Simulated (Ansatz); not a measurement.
Molecule: BN (charge 0, triplet). 
Geometry from a B3LYP-D3(BJ)/def2-TZVP (Ansatz, a program for electronic structure) optimisation:
SMILES: [B]=[N]
```xyz
2

B      0.0000     0.0000    -0.7688
N      0.0000     0.0000     0.5492
```
Charge 0, spin multiplicity 3.

Basis-set convergence of Hartree-Fock and CCSD correlation energies (hartree) with Ansatz. Cores are frozen in the correlated levels unless marked. Open shells are spin-unrestricted. No spin-orbit coupling. Non-relativistic.

| basis | functions | E(HF) | E(corr, CCSD) |
|---|---|---|---|
| def2-SVP | 28 | -78.92337 | -0.19838 |
| def2-TZVPP | 62 | -79.01800 | -0.23795 |
| def2-QZVPP | 114 | -79.02144 | -0.25153 |

Extrapolating the two largest sets (X = 3 and 4) as X^-3: E(corr) = (64·(-0.25153) - 27·(-0.23795))/37 = -0.2614 Eh, an estimate of the basis-set limit. The largest set recovers 96.2 % of it, the smallest 75.9 %.
